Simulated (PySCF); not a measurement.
GeF₂Cl₂, SMILES [F][Ge]([F])([Cl])[Cl]. Atoms are numbered in the order given.

```xyz
5

F      0.0000    -1.3720     1.2880
Ge     0.0000     0.0000     0.2527
F      0.0000     1.3720     1.2880
Cl    -1.7696     0.0000    -0.9197
Cl     1.7696     0.0000    -0.9197
```

Geometry optimised at B3LYP-D3(BJ)/def2-SVP.

Method: TDA-M06-2X/def2-SVPD (PySCF).

Vertical excitations.  State labels are in the subgroup C2v.

Computed lowest excited states:
| state | symmetry | energy (eV) | λ (nm) | f | main pairs |
|---|---|---|---|---|---|
| S1 | B1 | 6.94 | 179 | 0.031 | HOMO→LUMO 91 % |
| S2 | A2 | 7.04 | 176 | 0.000 | HOMO−1→LUMO 92 % |
| S3 | B2 | 7.36 | 168 | 0.028 | HOMO−2→LUMO 91 % |
| S4 | A1 | 7.46 | 166 | 0.028 | HOMO−3→LUMO 90 % |
| S5 | B1 | 8.93 | 139 | 0.275 | HOMO−4→LUMO 77 % |
| S6 | A2 | 9.34 | 133 | 0.000 | HOMO→LUMO+3 90 % |
| S7 | B2 | 9.54 | 130 | 0.013 | HOMO−6→LUMO 82 % |
| S8 | A2 | 9.65 | 129 | 0.000 | HOMO−7→LUMO 56 %, HOMO−1→LUMO+1 17 % |
| S9 | B1 | 9.66 | 128 | 0.027 | HOMO→LUMO+1 45 %, HOMO−1→LUMO+3 35 % |
| S10 | A1 | 9.68 | 128 | 0.037 | HOMO−5→LUMO 62 %, HOMO→LUMO+2 15 % |
| T1 | B1 | 6.43 | 193 | 0 | HOMO→LUMO 90 % |
| T2 | A2 | 6.60 | 188 | 0 | HOMO−1→LUMO 89 % |
| T3 | B2 | 6.83 | 182 | 0 | HOMO−2→LUMO 88 % |
| T4 | A1 | 6.94 | 179 | 0 | HOMO−3→LUMO 87 % |
Triplets are in the Tamm–Dancoff approximation.
